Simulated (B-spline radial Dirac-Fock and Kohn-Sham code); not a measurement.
## Binding energies of Os⁶⁵⁺ at several levels of theory

System: Os⁶⁵⁺, [Ne] 3s1.

The density-functional columns are spherical, spin-unpolarised Dirac-Kohn-Sham results without Breit or QED terms: −ε is minus the orbital energy of the initial state and ΔSCF the difference of two total energies. The reference in the last column comes from ΔSCF Dirac-Fock with Breit, self-energy and vacuum polarisation, finite nucleus, configuration average. All numbers are from an atomic code on a B-spline grid, in eV; a selection of levels is shown. For the 1s level of heavy atoms much of the gap between ΔSCF and the reference is the Breit and QED part, -375.6 eV here; for other levels the error of the functional can be larger.

```tsv
level	LDA −ε	LDA ΔSCF	Dirac-Fock
2p1/2	17818.9	18012.6	17946.6
2p3/2	16236.0	16407.4	16378.9
3s	7556.6	7616.3	7605.8
```

For the outermost level NIST gives 7610 ± 30 eV (theoretical); the differences from it are LDA −ε -53.40, LDA ΔSCF +6.33, Dirac-Fock -4.15 eV.

Values without a named source are computed, but for edge energies of neutral atoms, which are taken from tables.
